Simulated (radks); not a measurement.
Results of a calculation; reference values are marked as such.
Ionisation of Br+, [Ar] 3d10 4s2 4p4, to Br2+, [Ar] 3d10 4s2 4p3, under several functionals. Dirac Kohn-Sham, spin-unpolarised, spherical densities, finite nucleus; open shells are shared between the two j in proportion to 2j + 1; a radial shooting solver on a logarithmic mesh with Libxc functionals.

functional                                        E(Br+) (hartree)  Exc (hartree)  IE (eV)  -e(HOMO) (eV)  <r> HOMO (bohr)  IE error (eV)
LDA (Slater exchange, Perdew-Zunger correlation)       -2602.80395      -88.51146   22.950         17.444            1.971         +1.359
BP86                                                   -2606.78474      -92.55807   22.888         17.395            1.970         +1.297
PBEsol                                                 -2604.38532      -90.11892   22.778         17.287            1.971         +1.187
SOGGA                                                  -2604.12880      -89.86038   22.683         17.198            1.972         +1.092
PBE                                                    -2606.10898      -91.87146   22.767         17.284            1.974         +1.176

NIST Atomic Spectra Database: 21.591 eV (measured). Closest: SOGGA. The Delta-SCF values span 0.27 eV, the total energies 3.98 hartree. The highest occupied level is 4p3/2. Spin polarisation and multiplet splitting are left out, so open shells lie too high by an amount that depends on their filling. Sharing an open shell by 2j + 1 raises it above the true ground level by a part of the spin-orbit splitting, which enters the differences from NIST.

Beside tabulated values, note that spin-unpolarised runs miss the spin-polarisation part of the exchange energy of open shells.
